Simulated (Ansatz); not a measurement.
Consider the isomerisation: `C[Si](N)(F)BO` → `C[SiH2]OB(N)F`.

Isolated molecules relaxed with PBE0-D4/def2-TZVP in Ansatz; ΔE leaves out vibrations. CCSD(T)/CBS is the MP2 limit (def2-TZVPP, def2-QZVPP) plus CCSD(T) − MP2 in def2-TZVPP, frozen cores. DFT in def2-TZVPP. B3LYP here is the variant with VWN-RPA as its local correlation; programs differ in this. Each species was taken in one conformer, which may not be the lowest.

```
             level  ΔE (kJ/mol)  difference from CCSD(T)/CBS
            PBE-D4       -161.5                          9.1
         r2SCAN-D4       -178.9                         -8.3
           PBE0-D4       -170.9                         -0.3
          B3LYP-D4       -176.2                         -5.6
           ωB97X-V       -172.0                         -1.4
           ωB97M-V       -176.5                         -5.9
            B2PLYP       -179.4                         -8.8
               PBE       -163.6                          7.0
            r2SCAN       -179.4                         -8.8
              PBE0       -172.8                         -2.2
             B3LYP       -179.8                         -9.2
     HF/def2-TZVPP       -204.1                        -33.5
    MP2/def2-TZVPP       -177.8                         -7.2
SCS-MP2/def2-TZVPP       -179.5                         -8.9
   CCSD/def2-TZVPP       -179.2                         -8.6
CCSD(T)/def2-TZVPP       -175.7                         -5.1
     HF/def2-QZVPP       -203.6                        -33.0
    MP2/def2-QZVPP       -174.7                         -4.1
SCS-MP2/def2-QZVPP       -176.6                         -6.0
      HF/CBS(def2)       -203.5                        -32.9
     MP2/CBS(def2)       -172.7                         -2.1
    CCSD/CBS(def2)       -174.1                         -3.5
       CCSD(T)/CBS       -170.6                            0
```

Largest T1 diagnostic among the species: 0.013.

The D4 term adds +3.5 kJ/mol with B3LYP and +1.9 kJ/mol with PBE0; it sums over pairs of atoms, weighted by their polarisabilities, and B3LYP, whose exchange is more repulsive, gets the larger term. In def2-TZVPP, CCSD(T) changes the Hartree–Fock value by +28.5 kJ/mol (the triples alone add +3.5 kJ/mol) and MP2 by +26.3 kJ/mol.
